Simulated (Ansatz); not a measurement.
Born–Oppenheimer molecular dynamics of BFH₂O₂ (6 atoms, charge 0, multiplicity 1). It starts from a relaxed structure.

Level of theory: RKS BHLYP/def2-SVP in Ansatz.

* ensemble: NVT, Langevin thermostat
* time step: 1 fs
* steps asked: 250
* set temperature: 1000 K
* friction: 0.001 /fs
* temperature schedule: 62 steps to 1000 K, then 188 steps to 2000 K
* seed: 701308

First frame:

```xyz
6
Properties=species:S:1:pos:R:3
B -0.074 -0.129 -0.081
O 0.044 -0.297 1.252
H -0.761 -0.124 1.734
O 0.959 -0.330 -0.912
H 1.755 -0.597 -0.459
F -1.234 0.243 -0.602
```

Q: How far do the bonds stretch over the last three quarters of this one trajectory? (Pairs bonded in most of those frames.)

A: 
```csv
bond,mean (Å),spread (Å),shortest,longest
B1–O2,1.352,0.018,1.31,1.39
B1–O4,1.344,0.013,1.31,1.37
B1–F6,1.331,0.017,1.29,1.36
O2–H3,0.957,0.025,0.91,1.01
O4–H5,0.957,0.029,0.91,1.01
```

Mean temperature of the second half: 559 K. The schedule's set-point averaged 1668 K over the second half and the system 559 K, so it lags behind the ramp. A run of 0.25 ps of so small a system gives no equilibrium averages.

The run took 5.1 min on 1 thread of Arm Neoverse V2 (shared host), peak memory 0.11 GiB.
